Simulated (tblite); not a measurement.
C7H11BrO.
Numbering: `[CH2:1]=[CH:2][C@@:3]1([Br:4])[CH2:5][CH2:6][CH2:7][O:8][CH2:9]1` (hydrogens: H10, H11 on C1; H12 on C2; H13, H14 on C5; H15, H16 on C6; H17, H18 on C7; H19, H20 on C9)

Computed with GFN2-xTB (tblite), gas phase: L-BFGS steps from a force-field or distance-geometry start until the largest atomic force falls under 0.01 eV/Å.

Step 7: E = -781.5997 eV
```
atom  x, y, z in Å  |  force x, y, z in eV/Å
C1     -1.4577    1.7168    0.2460   -0.007   0.058   0.036
C2     -1.6379    0.6383   -0.4963   -0.036  -0.027  -0.037
C3     -0.8595   -0.6330   -0.2835   -0.207   0.114  -0.221
Br4    -2.0608   -2.1647   -0.8111    0.133   0.220   0.090
C5      0.3751   -0.6966   -1.1806    0.069  -0.098  -0.075
C6      1.4573    0.2630   -0.6832   -0.011   0.045  -0.181
C7      1.7500    0.0207    0.8000    0.193   0.016  -0.174
O8      0.5957   -0.0599    1.6017    0.033   0.105   0.212
C9     -0.4789   -0.8586    1.1810   -0.134  -0.071  -0.079
H10    -2.0248    2.6226    0.0936    0.058  -0.106  -0.076
H11    -0.7305    1.7349    1.0449   -0.136   0.037  -0.042
H12    -2.3620    0.6295   -1.3099    0.210  -0.027   0.163
H13     0.7744   -1.7106   -1.1712    0.015  -0.152   0.027
H14     0.0968   -0.4550   -2.2107    0.020  -0.002   0.047
H15     1.1277    1.2893   -0.8577   -0.034   0.017   0.152
H16     2.3794    0.1116   -1.2578   -0.174   0.006   0.092
H17     2.2813    0.8869    1.2146    0.079  -0.174  -0.032
H18     2.4035   -0.8687    0.9007   -0.338   0.037   0.082
H19    -0.3267   -1.9385    1.3650    0.300   0.210  -0.036
H20    -1.3077   -0.5171    1.8115   -0.033  -0.209   0.053
```

Step 8: E = -781.6205 eV
```
atom  x, y, z in Å  |  force x, y, z in eV/Å
C1     -1.4593    1.7184    0.2459   -0.024  -0.129  -0.070
C2     -1.6386    0.6332   -0.4935    0.025   0.279   0.066
C3     -0.8636   -0.6388   -0.2863   -0.174   0.157  -0.202
Br4    -2.0671   -2.1610   -0.8071    0.115   0.163   0.059
C5      0.3770   -0.7028   -1.1791    0.048  -0.054  -0.079
C6      1.4584    0.2611   -0.6864   -0.031   0.043  -0.113
C7      1.7526    0.0221    0.7940    0.077  -0.021  -0.039
O8      0.5874   -0.0452    1.5820    0.032   0.217   0.378
C9     -0.4794   -0.8594    1.1745   -0.039   0.001  -0.006
H10    -2.0251    2.6231    0.0853    0.038  -0.103  -0.081
H11    -0.7376    1.7428    1.0471   -0.096   0.021  -0.002
H12    -2.3571    0.6438   -1.3081    0.145  -0.111   0.084
H13     0.7757   -1.7169   -1.1699    0.009  -0.144   0.021
H14     0.1011   -0.4536   -2.2068    0.005  -0.040  -0.004
H15     1.1197    1.2823   -0.8565   -0.067   0.112   0.148
H16     2.3769    0.1258   -1.2634   -0.083  -0.068   0.024
H17     2.2935    0.8740    1.2269    0.037  -0.135  -0.123
H18     2.3843   -0.8756    0.9147   -0.240  -0.050  -0.006
H19    -0.3008   -1.9289    1.3637    0.275   0.036  -0.057
H20    -1.3030   -0.5338    1.8198   -0.051  -0.173   0.001
```

**Question.** Estimate the geometry and energy of step 9. (The exact step hangs on the optimiser's Hessian estimate; all steps are aligned on step 8, rigid shifts and turns removed.)

**Answer.** E = -781.6371 eV, largest force 0.440 eV/Å
```
atom  x, y, z in Å  |  force x, y, z in eV/Å
C1     -1.4614    1.7162    0.2437    0.049   0.256   0.200
C2     -1.6380    0.6348   -0.4888   -0.008  -0.022  -0.223
C3     -0.8691   -0.6414   -0.2917   -0.026   0.174  -0.051
Br4    -2.0699   -2.1540   -0.8025    0.064   0.097   0.020
C5      0.3791   -0.7092   -1.1791   -0.005   0.000  -0.054
C6      1.4580    0.2601   -0.6904   -0.062   0.030   0.013
C7      1.7547    0.0233    0.7884   -0.103  -0.048   0.107
O8      0.5811   -0.0299    1.5708   -0.003   0.245   0.365
C9     -0.4800   -0.8588    1.1688    0.094   0.077   0.065
H10    -2.0249    2.6221    0.0767    0.030  -0.117  -0.078
H11    -0.7452    1.7498    1.0493   -0.082  -0.002   0.005
H12    -2.3506    0.6537   -1.3055    0.076  -0.145   0.013
H13     0.7768   -1.7250   -1.1683   -0.013  -0.089   0.015
H14     0.1049   -0.4532   -2.2039   -0.003  -0.079  -0.073
H15     1.1117    1.2786   -0.8523   -0.088   0.154   0.124
H16     2.3732    0.1363   -1.2677    0.010  -0.109  -0.048
H17     2.3050    0.8607    1.2347    0.028  -0.068  -0.182
H18     2.3632   -0.8825    0.9265   -0.139  -0.147  -0.080
H19    -0.2733   -1.9193    1.3614    0.238  -0.073  -0.090
H20    -1.3004   -0.5517    1.8270   -0.059  -0.137  -0.047
```

The energy changes by -0.0166 eV. The first-order estimate −F·Δx gives -0.0249 eV and the mean of the old and new forces, exact on a quadratic surface, -0.0166 eV. The step makes an angle of 63° with the force vector and moves no atom by more than 0.029 Å.

The cost below is that of the whole relaxation. On one thread, Arm Neoverse V2 (aarch64), no GPU, shared host with 32 logical CPUs at a one-minute load of 14, this took 0.64 s of wall time.
